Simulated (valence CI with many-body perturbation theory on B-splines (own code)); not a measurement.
## Sn XVIII: electric-dipole lines

Computed by valence CI with perturbative core correlation (CI+MBPT): five valence electrons over a frozen Dirac-Fock core [Ar] 3d10, radial functions for each j: 11 s, 11 p, 10 d, 8 f, 5 g, 2 h, with the one-electron correlation potential Σ1, the two-electron term Σ2, the three-electron term Σ3, Breit, model QED; selected CI, second order for the rest, scaled by the run's own slope (own B-spline code, finite nucleus).

No measured levels were compared; by estimate levels hold to about 250 cm⁻¹ or 0.2 % of their energy and the worst to 1 %, as in measured heavy ions of charge 2 to 7; those with d or f electrons hold less well. Among the levels kept, up to 2100 cm⁻¹ of a level comes from second order outside the variational space, and about a tenth of that is noise between levels of different J, which matters for small intervals.

Lines 151 to 200 of 557 in falling wavelength, among levels below 1432300 cm⁻¹, chosen from the strongest by gf and those to the six lowest levels. Wavelengths and rates use the calculated energies, so an error of 1000 cm⁻¹ moves a line at 178.4 Å by 0.18 % and its rate by three times that or more. Electric multipoles are in the length gauge, E1 and E2 with the static RPA response of the core. Weak lines are less certain than strong ones. Lines between different terms over intervals too small for the method are left out, as are lines whose strength nearly cancels. Where a level lies close to another of its J and parity, the split of strength between their lines is uncertain. The highest levels of a list are the least certain.

Names give the largest LS component (configuration and term), which can be under half, so a name can repeat, a term be missing and a line seem to break the LS rules; names also repeat where a configuration has a term twice. Letters in brackets count levels of one name in rising energy.

```
λ vac (Å)                  Upper                Lower   A (s⁻¹)  log gf  Branch %
    178.4        4s²4p²4d ⁴F_7/2       4s²4p³ ²D°_5/2  5.66e+08   -1.67     100.0
    178.3   4s²4p4d² ⁴G°_7/2 [b]      4s²4p²4d ²G_7/2  6.42e+09   -0.61       5.9
    178.1    4s²4p²4d ²D_3/2 [a]       4s²4p³ ²P°_3/2  2.75e+08   -2.28       0.3
    177.3        4s²4p²4d ⁴D_3/2       4s²4p³ ²D°_5/2  1.98e+10   -0.43      54.5
    177.2       4s²4p²4f ⁴F°_3/2  4s²4p²4d ²D_5/2 [b]  9.14e+09   -0.76       3.2
    176.9           4s4p⁴ ²P_3/2       4s²4p³ ⁴S°_3/2  2.54e+08   -2.32       0.8
    176.5    4s²4p²4d ²F_7/2 [a]       4s²4p³ ²D°_5/2  1.75e+08   -2.18     100.0
    175.3        4s²4p²4d ²F_5/2       4s²4p³ ²D°_3/2  1.61e+08   -2.35       7.5
    174.7   4s²4p4d² ⁴G°_7/2 [a]      4s²4p²4d ⁴F_9/2  6.52e+09   -0.62      23.1
    174.2       4s²4p4d² ²H°_9/2      4s²4p²4d ²G_7/2  1.09e+10   -0.31      77.5
    174.1    4s²4p²4d ²P_3/2 [a]       4s²4p³ ²P°_1/2  2.42e+09   -1.36       1.9
    173.5    4s²4p²4d ²P_1/2 [a]       4s²4p³ ²P°_3/2  1.86e+10   -0.78       8.6
    172.8    4s²4p²4d ²D_5/2 [a]       4s²4p³ ²P°_3/2  2.56e+09   -1.16       1.0
    172.6       4s²4p²4f ²F°_7/2      4s²4p²4d ²G_9/2  1.94e+10   -0.16      13.7
    171.4        4s²4p²4d ⁴F_3/2       4s²4p³ ⁴S°_3/2  1.27e+10   -0.65      49.2
    171.1        4s²4p²4d ⁴D_3/2       4s²4p³ ²D°_3/2  7.45e+08   -1.88       2.0
    171.0       4s²4p²4f ⁴F°_5/2  4s²4p²4d ²F_7/2 [c]  1.35e+10   -0.45       5.5
    170.7    4s4p³4d ⁴F°_3/2 [a]         4s4p⁴ ⁴P_5/2  8.52e+08   -1.83       9.2
    169.8    4s²4p²4d ⁴D_1/2 [b]       4s²4p³ ²D°_3/2  1.81e+10   -0.80      44.9
    169.7  4s²4p4d² ⁴G°_11/2 [b]      4s²4p²4d ²G_9/2  5.79e+09   -0.52      17.5
    169.5    4s4p³4d ⁴D°_5/2 [a]         4s4p⁴ ⁴P_5/2  4.94e+09   -0.89      51.3
    169.3        4s²4p²4d ⁴D_5/2       4s²4p³ ²D°_5/2  7.28e+09   -0.73      22.3
    169.2   4s²4p4d² ⁴D°_7/2 [c]  4s²4p²4d ²F_7/2 [c]  7.89e+09   -0.57       2.6
    167.1       4s²4p4d² ²P°_3/2  4s²4p²4d ²D_5/2 [b]  1.38e+10   -0.64       4.0
    167.0    4s²4p²4d ²P_1/2 [b]       4s²4p³ ²P°_3/2  6.57e+08   -2.26       0.4
    166.5       4s²4p4d² ²D°_5/2  4s²4p²4d ²D_5/2 [a]  8.54e+09   -0.67       6.2
    166.5    4s4p³4d ²D°_3/2 [c]         4s4p⁴ ²P_1/2  2.24e+10   -0.43      15.8
    166.4   4s²4p4d² ⁴D°_5/2 [a]      4s²4p²4d ²G_7/2  2.12e+10   -0.28      14.0
    166.4       4s²4p4d² ⁴G°_9/2      4s²4p²4d ⁴F_9/2  1.53e+10   -0.20      48.0
    166.0    4s4p³4d ⁴P°_1/2 [a]         4s4p⁴ ²D_3/2  2.31e+10   -0.72      60.7
    165.8    4s²4p²4d ²P_3/2 [a]       4s²4p³ ²D°_5/2  3.92e+10   -0.19      30.8
    165.6        4s²4p²4d ⁴F_5/2       4s²4p³ ⁴S°_3/2  1.51e+10   -0.43      96.6
    165.4   4s²4p4d² ²F°_7/2 [b]  4s²4p²4d ²F_7/2 [c]  7.21e+09   -0.63       2.3
    165.3   4s²4p4d² ⁴D°_5/2 [b]      4s²4p²4d ⁴P_3/2  6.85e+09   -0.77       3.0
    165.3    4s4p³4d ⁴P°_5/2 [a]         4s4p⁴ ²D_3/2  1.54e+10   -0.42      10.0
    165.2   4s²4p4d² ⁴G°_7/2 [a]      4s²4p²4d ²F_5/2  4.99e+09   -0.79      17.7
    165.2    4s²4p²4d ²D_3/2 [b]       4s²4p³ ²P°_3/2  7.43e+08   -1.92       0.3
    165.0       4s²4p²4f ²D°_5/2  4s²4p²4d ²D_5/2 [a]  2.58e+10   -0.20      10.0
    164.8        4s²4p²4d ⁴P_3/2       4s²4p³ ²P°_1/2  2.11e+08   -2.46       0.1
    164.4        4s²4p²4d ⁴P_1/2       4s²4p³ ²P°_1/2  4.82e+09   -1.41       2.1
    163.8       4s²4p4d² ²S°_1/2  4s²4p²4d ²D_3/2 [b]  2.59e+10   -0.68       8.4
    163.7        4s²4p²4d ⁴D_5/2       4s²4p³ ²D°_3/2  9.00e+09   -0.66      27.6
    163.7   4s²4p4d² ⁴D°_5/2 [b]      4s²4p²4d ⁴P_5/2  8.67e+09   -0.68       3.8
    163.6       4s²4p4d² ⁴P°_3/2      4s²4p²4d ⁴P_1/2  1.11e+10   -0.75       5.1
    163.2    4s4p³4d ⁴P°_1/2 [c]         4s4p⁴ ²P_3/2  2.47e+10   -0.70      10.6
    163.2    4s²4p²4d ²D_5/2 [b]       4s²4p³ ²P°_3/2  8.08e+09   -0.71       2.8
    163.0    4s4p³4d ⁴D°_7/2 [a]         4s4p⁴ ⁴P_5/2  3.57e+09   -0.94      58.8
    163.0       4s²4p4d² ⁴G°_5/2  4s²4p²4d ²F_7/2 [a]  2.73e+10   -0.19      22.7
    162.7   4s²4p²4f ²G°_9/2 [b]      4s²4p²4d ²G_9/2  1.24e+10   -0.31       7.6
    162.3       4s²4p²4f ⁴G°_7/2      4s²4p²4d ²G_7/2  6.71e+09   -0.67       3.8
```

(1) How does gf follow from A for the line at 177.2 Å?

## Answers

(1) gf = 1.4992 × (2J+1)_upper × A / σ², with σ = 564363 cm⁻¹ and 2J+1 = 4: gf = 0.172.
